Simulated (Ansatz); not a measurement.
One change: `CO[SiH2][SiH3]` becomes `[NH2][AlH][O][SiH2][SiH3]`.

Ansatz, PBE0-D4/def2-TZVP geometries, multiplicity 1. Each molecule was computed in one conformer, which needn't be the lowest.

| property | `CO[SiH2][SiH3]` |
| --- | --- |
| size of the dipole moment (PBE/def2-TZVPP) / D | 1.06 |
| HOMO–LUMO gap (PBE/def2-TZVPP) / eV | 5.60 |
| size of the dipole moment (B3LYP/def2-TZVPP) / D | 1.13 |
| HOMO–LUMO gap (B3LYP/def2-TZVPP) / eV | 7.55 |
| HOMO energy (B3LYP/def2-TZVPP) / eV | -7.92 |
| HOMO energy (ωB97M-V/def2-TZVPP) / eV | -10.19 |

Task: Give the same properties after the change, and the shifts. (An estimate is asked.)

Result: The calculation gave: 
```
                                        property  `[NH2][AlH][O][SiH2][SiH3]`  shift
  size of the dipole moment (PBE/def2-TZVPP) / D                         1.38   0.32
             HOMO–LUMO gap (PBE/def2-TZVPP) / eV                         4.98  -0.62
size of the dipole moment (B3LYP/def2-TZVPP) / D                         1.33   0.20
           HOMO–LUMO gap (B3LYP/def2-TZVPP) / eV                         6.75  -0.80
             HOMO energy (B3LYP/def2-TZVPP) / eV                        -7.37   0.55
           HOMO energy (ωB97M-V/def2-TZVPP) / eV                        -9.78   0.41
```

With PBE0 the HOMO rises by 0.51 eV and the LUMO falls by 0.20 eV, so the gap narrows by about 0.71 eV. PBE moves the HOMO by 0.45 eV and ωB97M-V by 0.41 eV. Dipoles are sizes alone; their direction can turn.

B3LYP here is the variant with VWN-RPA as its local correlation; programs differ in this.
